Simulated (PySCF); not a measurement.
H6OSiTi, SMILES [SiH3][O][TiH3], multiplicity 1.

Geometry: PBE-D3(BJ)/def2-SVP. The geometry has at least one imaginary mode, so it is a saddle point at that level. The multiplicity is an assumed one; no other spin state was optimised. The structure was generated by enumeration; whether it is a known compound was not checked.

All values below come from PBE-D3(BJ)/def2-SVP (PySCF).

Frequencies are harmonic and unscaled.

Modes within 1.5 cm⁻¹ of each other (mostly degenerate sets) share a row, with their intensities summed.

Computed vibrational spectrum:
| mode | ν (cm⁻¹) | IR (km/mol) | moving atoms (share of kinetic energy) |
|---|---|---|---|
| 1 | 50i | 0.0 | H 100 % |
| 2–3 | 67 | 1.4 | O 67 %, H 23 % |
| 4–5 | 428 | 40.8 | H 84 %, O 8 % |
| 6 | 438 | 14.4 | Si 41 %, H 32 %, Ti 25 % |
| 7 | 607 | 100.4 | H 71 %, Ti 16 %, Si 11 % |
| 8–9 | 612 | 172.6 | H 99 % |
| 10–11 | 684 | 70.9 | H 85 %, Si 8 % |
| 12–13 | 909 | 120.5 | H 96 % |
| 14 | 920 | 809.6 | H 76 %, Si 16 % |
| 15 | 1044 | 443.9 | O 72 %, H 16 %, Ti 9 % |
| 16–17 | 1646 | 616.4 | H 97 % |
| 18 | 1678 | 122.1 | H 99 % |
| 19 | 2184 | 64.8 | H 99 % |
| 20–21 | 2197 | 201.9 | H 96 % |
